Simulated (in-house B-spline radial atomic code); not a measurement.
## Binding energies in Tc IX (Tc8+)

NIST's tabulated ground configuration is [Ar] 3d10 4s2 4p5; each binding energy is the energy of the ion with one electron taken from that subshell, relaxed, less that of the parent. All numbers are computed (Dirac-Hartree-Fock, average of configuration; Fermi nucleus of rms radius 4.41117 fm) with an all-electron radial atomic-structure program (B-spline basis), not measured. Energies include first-order Breit, QED and recoil terms.

```
subshell  X-ray name  binding energy (eV)  -ε (eV)  relaxation (eV)
      1s           K              21197.7  21309.0             52.5
      2s          L1               3202.8   3232.6             24.1
      3s          M1                697.5    704.5              6.1
   3d3/2          M4                406.3    413.5              7.1
   3d5/2          M5                402.6    409.6              7.0
      4s          N1                206.9    207.7              0.6
      4p        N2,3                171.5    172.2              0.6
```

Relaxation = -ε minus the binding energy without Breit, QED and recoil terms.

Problem. What does it cost to remove two 3d3/2 electrons?

Solution. 860.36 eV, which is 47.77 eV more than the two single binding energies together.

Problem. What does it cost to remove both a 2s and a 3d3/2 electron?

Solution. 3667.1 eV, which is 58.05 eV more than the two single binding energies together.

Problem. What does it cost to remove both a 3d5/2 and a 3d3/2 electron?

Solution. 857.21 eV, which is 48.31 eV more than the two single binding energies together.
